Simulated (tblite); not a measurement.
A geometry optimisation, step by step.

Species: C₄H₉O₂PSi.
Bonds: C1–C2 (double), C2–P3, P3–Si4, P3–C5, C5–O6 (double), C5–O7, O7–C8. Hydrogens: H9, H10 on C1; H11 on C2; H12, H13, H14 on Si4; H15, H16, H17 on C8.

Computed with GFN2-xTB (tblite), gas phase: L-BFGS steps from a force-field or distance-geometry start until the largest atomic force falls under 0.01 eV/Å. 8 of its 113 geometries are shown.

Step 0: E = -693.8128 eV, largest atomic force 1.707 eV/Å
```
atom  x, y, z in Å  |  force x, y, z in eV/Å
C1     -2.525    1.583    1.496    0.115  -0.014  -0.209
C2     -1.614    1.229    0.591    0.136  -0.580   0.783
P3     -0.449   -0.178    0.996   -0.195   0.504   0.541
Si4    -1.278   -1.731   -0.351   -0.391  -0.736  -0.345
C5      0.976    0.177   -0.089    0.042   1.033  -1.339
O6      0.843    1.014   -0.982    0.689  -1.110   1.098
O7      2.115   -0.515    0.166   -0.949   0.660  -0.207
C8      3.216   -0.182   -0.679    0.075  -0.082   0.106
H9     -3.202    2.409    1.288    0.113  -0.234   0.113
H10    -2.652    1.088    2.460    0.155   0.153  -0.442
H11    -1.536    1.768   -0.341    0.270  -0.150  -0.095
H12    -2.588   -2.207    0.192    0.454   0.295  -0.123
H13    -0.350   -2.892   -0.372   -0.162   0.350   0.016
H14    -1.471   -1.218   -1.720    0.001  -0.100   0.136
H15     3.473    0.877   -0.572   -0.143  -0.126  -0.118
H16     2.965   -0.419   -1.713   -0.037   0.177  -0.095
H17     4.069   -0.791   -0.380   -0.172  -0.040   0.181
```

Step 16: E = -694.0636 eV, largest atomic force 0.070 eV/Å
```
atom  x, y, z in Å  |  force x, y, z in eV/Å
C1     -2.490    1.549    1.480   -0.029   0.013   0.005
C2     -1.548    1.153    0.639   -0.032   0.001  -0.003
P3     -0.399   -0.195    1.026    0.024   0.059   0.007
Si4    -1.266   -1.734   -0.363   -0.022  -0.059  -0.030
C5      0.913    0.283   -0.158    0.014  -0.011   0.026
O6      0.844    1.113   -1.024   -0.014   0.026   0.027
O7      1.993   -0.446    0.122    0.028  -0.026  -0.004
C8      3.152   -0.189   -0.663   -0.011  -0.010  -0.012
H9     -3.159    2.360    1.245   -0.013   0.027  -0.017
H10    -2.631    1.077    2.439   -0.006  -0.025  -0.009
H11    -1.383    1.645   -0.313    0.010  -0.015   0.034
H12    -2.553   -2.119    0.219    0.028   0.023   0.015
H13    -0.320   -2.851   -0.370    0.000   0.008  -0.005
H14    -1.482   -1.246   -1.729    0.012  -0.003   0.006
H15     3.437    0.861   -0.568    0.006  -0.027  -0.037
H16     2.946   -0.414   -1.711    0.037   0.025  -0.014
H17     3.938   -0.835   -0.279   -0.031  -0.004   0.010
```

Step 32: E = -694.0735 eV, largest atomic force 0.082 eV/Å
```
atom  x, y, z in Å  |  force x, y, z in eV/Å
C1     -2.539    1.538    1.466    0.002  -0.021  -0.017
C2     -1.560    1.158    0.659    0.025   0.010  -0.009
P3     -0.384   -0.168    1.039   -0.005  -0.074  -0.025
Si4    -1.234   -1.733   -0.343    0.003   0.019   0.026
C5      0.926    0.327   -0.139    0.029  -0.024   0.046
O6      0.889    1.236   -0.926    0.029  -0.024   0.030
O7      1.967   -0.486    0.057   -0.009   0.022  -0.026
C8      3.146   -0.228   -0.701   -0.012   0.024  -0.009
H9     -3.190    2.359    1.214   -0.028  -0.013  -0.019
H10    -2.733    1.046    2.404    0.023  -0.016   0.018
H11    -1.362    1.669   -0.274    0.013   0.073  -0.035
H12    -2.513   -2.090    0.271    0.016  -0.009  -0.024
H13    -0.295   -2.855   -0.367    0.006   0.027   0.036
H14    -1.453   -1.262   -1.716   -0.011   0.010   0.021
H15     3.430    0.821   -0.595   -0.003   0.012  -0.025
H16     2.973   -0.446   -1.757   -0.007  -0.002   0.008
H17     3.925   -0.872   -0.300   -0.071  -0.015   0.005
```

Step 48: E = -694.0903 eV, largest atomic force 0.037 eV/Å
```
atom  x, y, z in Å  |  force x, y, z in eV/Å
C1     -2.612    1.488    1.398   -0.007  -0.010  -0.002
C2     -1.540    1.221    0.669    0.006  -0.019  -0.006
P3     -0.371   -0.106    1.064    0.008   0.000   0.015
Si4    -1.185   -1.710   -0.287    0.003   0.024   0.023
C5      0.968    0.404   -0.065   -0.006  -0.022   0.002
O6      1.041    1.443   -0.667    0.003   0.008  -0.019
O7      1.901   -0.552   -0.061    0.016   0.003   0.026
C8      3.100   -0.300   -0.786   -0.003   0.006  -0.002
H9     -3.296    2.278    1.134    0.019   0.023   0.006
H10    -2.850    0.924    2.285   -0.020  -0.029  -0.012
H11    -1.275    1.812   -0.200   -0.002   0.019  -0.006
H12    -2.458   -2.101    0.316   -0.011   0.005   0.010
H13    -0.212   -2.799   -0.263    0.017   0.000  -0.008
H14    -1.422   -1.264   -1.663    0.013   0.001  -0.015
H15     3.391    0.747   -0.675   -0.007   0.003  -0.003
H16     2.953   -0.519   -1.845   -0.013  -0.007   0.003
H17     3.860   -0.955   -0.365   -0.016  -0.005  -0.012
```

Step 64: E = -694.0976 eV, largest atomic force 0.090 eV/Å
```
atom  x, y, z in Å  |  force x, y, z in eV/Å
C1     -2.667    1.444    1.339   -0.012  -0.011  -0.010
C2     -1.522    1.263    0.700    0.027  -0.012   0.009
P3     -0.356   -0.064    1.101   -0.011   0.023  -0.021
Si4    -1.129   -1.687   -0.251   -0.004   0.057   0.040
C5      0.989    0.438   -0.019    0.028  -0.026   0.081
O6      1.103    1.492   -0.587   -0.050   0.033  -0.054
O7      1.885   -0.554   -0.052   -0.007   0.011  -0.016
C8      3.055   -0.341   -0.833    0.017  -0.011   0.003
H9     -3.330    2.258    1.092   -0.003  -0.023   0.003
H10    -2.986    0.782    2.127   -0.015   0.019   0.002
H11    -1.188    1.942   -0.077    0.027   0.006   0.015
H12    -2.405   -2.066    0.353   -0.017  -0.035  -0.014
H13    -0.136   -2.758   -0.201   -0.022   0.000  -0.013
H14    -1.357   -1.250   -1.633    0.018  -0.017   0.001
H15     3.378    0.698   -0.750   -0.018  -0.006  -0.016
H16     2.843   -0.575   -1.879    0.029   0.019  -0.006
H17     3.816   -1.011   -0.442    0.013  -0.026  -0.003
```

Step 80: E = -694.1032 eV, largest atomic force 0.027 eV/Å
```
atom  x, y, z in Å  |  force x, y, z in eV/Å
C1     -2.694    1.417    1.302   -0.005  -0.004  -0.005
C2     -1.497    1.289    0.750    0.001   0.001  -0.012
P3     -0.337   -0.044    1.141    0.011  -0.002   0.013
Si4    -1.112   -1.662   -0.215    0.002  -0.004  -0.013
C5      0.991    0.445   -0.007   -0.001   0.001  -0.004
O6      1.072    1.476   -0.622    0.000  -0.001  -0.002
O7      1.897   -0.537   -0.027    0.020   0.000  -0.011
C8      3.041   -0.355   -0.854    0.000  -0.006  -0.010
H9     -3.347    2.236    1.049    0.004   0.001   0.010
H10    -3.071    0.708    2.022    0.004  -0.004  -0.012
H11    -1.110    2.020    0.048   -0.006  -0.002   0.005
H12    -2.401   -2.063    0.347    0.011   0.012   0.001
H13    -0.120   -2.735   -0.164   -0.016  -0.002   0.014
H14    -1.299   -1.227   -1.604   -0.007   0.002   0.007
H15     3.392    0.677   -0.795   -0.016  -0.015   0.016
H16     2.789   -0.589   -1.891   -0.001   0.011  -0.003
H17     3.799   -1.044   -0.489   -0.001   0.011   0.010
```

Step 96: E = -694.1047 eV, largest atomic force 0.026 eV/Å
```
atom  x, y, z in Å  |  force x, y, z in eV/Å
C1     -2.700    1.393    1.278   -0.013  -0.002  -0.004
C2     -1.484    1.298    0.762    0.003  -0.008  -0.022
P3     -0.321   -0.034    1.148   -0.003   0.001   0.009
Si4    -1.115   -1.654   -0.192   -0.005  -0.012  -0.002
C5      0.996    0.445   -0.016    0.002   0.000   0.014
O6      1.085    1.483   -0.618    0.005   0.019  -0.011
O7      1.887   -0.549   -0.058    0.005  -0.012  -0.011
C8      3.041   -0.356   -0.869    0.001   0.005   0.003
H9     -3.354    2.214    1.036    0.008   0.002   0.001
H10    -3.091    0.653    1.956    0.000  -0.007   0.010
H11    -1.085    2.055    0.096    0.008   0.005   0.010
H12    -2.413   -2.022    0.372   -0.010   0.006  -0.004
H13    -0.152   -2.751   -0.120   -0.001   0.000   0.004
H14    -1.287   -1.222   -1.583   -0.010  -0.010  -0.004
H15     3.385    0.676   -0.783    0.021  -0.002  -0.011
H16     2.806   -0.570   -1.915   -0.016   0.006   0.019
H17     3.795   -1.049   -0.504    0.003   0.008  -0.001
```

Step 112: E = -694.1058 eV, largest atomic force 0.010 eV/Å
```
atom  x, y, z in Å  |  force x, y, z in eV/Å
C1     -2.704    1.370    1.252   -0.001   0.002   0.000
C2     -1.472    1.305    0.772    0.004  -0.001  -0.007
P3     -0.310   -0.030    1.148    0.000  -0.001   0.000
Si4    -1.128   -1.655   -0.173    0.001   0.000  -0.002
C5      1.007    0.454   -0.015   -0.007  -0.002  -0.007
O6      1.099    1.495   -0.609    0.001   0.000   0.005
O7      1.897   -0.543   -0.064   -0.002  -0.001   0.002
C8      3.046   -0.349   -0.881    0.000  -0.001   0.002
H9     -3.357    2.197    1.025    0.003   0.004  -0.004
H10    -3.110    0.601    1.888   -0.003  -0.005   0.008
H11    -1.057    2.091    0.151    0.003   0.000   0.002
H12    -2.440   -1.978    0.388    0.005  -0.005   0.000
H13    -0.188   -2.769   -0.075   -0.007   0.003   0.005
H14    -1.288   -1.250   -1.573    0.002  -0.001  -0.002
H15     3.405    0.677   -0.787    0.002   0.001  -0.003
H16     2.798   -0.549   -1.926   -0.003   0.007  -0.001
H17     3.796   -1.054   -0.531    0.003  -0.002   0.001
```

Problem. Summarise the path.

Solution. The energy falls by 28.27 kJ/mol from step 0 to step 112; nine tenths of that is first reached at step 36. It falls at every step. The largest force goes from 1.707 to 0.010 eV/Å. Among the bonds C2–P3 changes most, from 1.871 to 1.809 Å; the atoms move by 0.432 Å rms after alignment.
